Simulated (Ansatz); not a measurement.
A search over several starts for the lowest SCF solution of Sn₂S₄ at the given spin, in a small basis.

```yaml
crystal:
  periodic: [false, false, false]
  atoms:
    - {symbol: Sn, position_ang: [-0.936651, -0.819847, -1.222342]}
    - {symbol: Sn, position_ang: [0.936689, 0.819889, 1.222368]}
    - {symbol: S, position_ang: [1.539356, -0.179917, -1.065368]}
    - {symbol: S, position_ang: [-1.539316, 0.179899, 1.065413]}
    - {symbol: S, position_ang: [1.093078, 2.720498, -0.317475]}
    - {symbol: S, position_ang: [-1.093154, -2.720532, 0.317404]}
basis:
  gaussian: {orbitals: def2-SVP, initial_orbitals: start.molden}
magnetization: {spin_polarized: true, initial_magnetization: 4}
hamiltonian: {xc: pbe0, dispersion: d4}
output: {orbitals: {seedname: orbitals}}
```

The file start.molden holds the orbitals of an earlier run on this structure, at another level or in another basis.

```sh
$ ansatz run in.yaml --threads 4 --pin off --events-out ev --progress --plain --max-ram 4787MiB
```

Shortened log:

```
Functional definition: PBE0
1322 factors; integrals over basis functions are off by at most 3.3e-4 eV
mean field evaluation 1: about -54977.0658 eV, gradient 5.8e0 eV
mean field evaluation 2: about -54977.2559 eV, gradient 3.9e-1 eV
mean field evaluation 4: about -54977.2757 eV, gradient 8.7e-2 eV
mean field evaluation 8: about -54977.2758 eV, gradient 1.9e-5 eV
mean field evaluation 16: about -54976.9083 eV, gradient 6.6e0 eV
mean field evaluation 32: about -54977.2758 eV, gradient 2.0e-3 eV
mean field -54977.27577839 eV, -2020.3776199198 hartree, gradient 1.2e-5 eV, S^2 6.033100; 7 other end points of the search recorded, 0 dependent functions left out
reference -54977.27580422 eV, -2020.3776208690 hartree; 56, 52 occupied and 68, 72 virtual orbitals, 1322 factors
Total energy: -54977.69820525 eV, -2020.3931438206 hartree
```

Run time 17 s (4 threads of Arm Neoverse V1 on a shared host).

In the def2 sets Sn takes a core potential; there is no spin–orbit coupling. At PBE0-D4/def2-TZVP a singlet of charge 0 lies 3.53 eV below the quintet, each at its own geometry. The structure comes from a short search, and lower isomers may exist.
